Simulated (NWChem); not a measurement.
## Lowest excitation of CHCl

```xyz
3

C      1.0579    -0.5466     0.0000
Cl    -0.4752     0.1724     0.0000
H      1.7315     0.3489     0.0000
```
Charge 0, spin multiplicity 1.

The numbers come from NWChem runs, not from measurements. All single points use one geometry, from PBE0/def2-SVP, a minimum by its harmonic frequencies.

Basis set: aug-cc-pVDZ.

```json
[
 {"method": "EOM-CCSD", "lowest vertical singlet excitation energy (eV)": "2.04", "relative cost": "1", "difference from EOM-CCSD": "0.00"},
 {"method": "TD-PBE", "lowest vertical singlet excitation energy (eV)": "1.69", "relative cost": "under 3", "difference from EOM-CCSD": "-0.35"},
 {"method": "TDA-CAM-B3LYP", "lowest vertical singlet excitation energy (eV)": "1.94", "relative cost": "4", "difference from EOM-CCSD": "-0.10"},
 {"method": "CIS", "lowest vertical singlet excitation energy (eV)": "2.13", "relative cost": "4", "difference from EOM-CCSD": "+0.09"},
 {"method": "TD-B3LYP", "lowest vertical singlet excitation energy (eV)": "1.78", "relative cost": "5", "difference from EOM-CCSD": "-0.26"}
]
```

The values span 0.44 eV, from TD-PBE (lowest) to CIS (highest). Costs are rough ratios of processor time within this set of runs, SCF included, with EOM-CCSD as 1.

The correlated methods keep 6 core orbitals frozen. B3LYP has NWChem's definition, with VWN1-RPA local correlation. GW and range-separated runs recompute their integrals, the others keep them in memory, which bears on the times. The structure started from a generated list of species. No row is a measurement; the coupled-cluster row has its own basis-set and correlation limits.
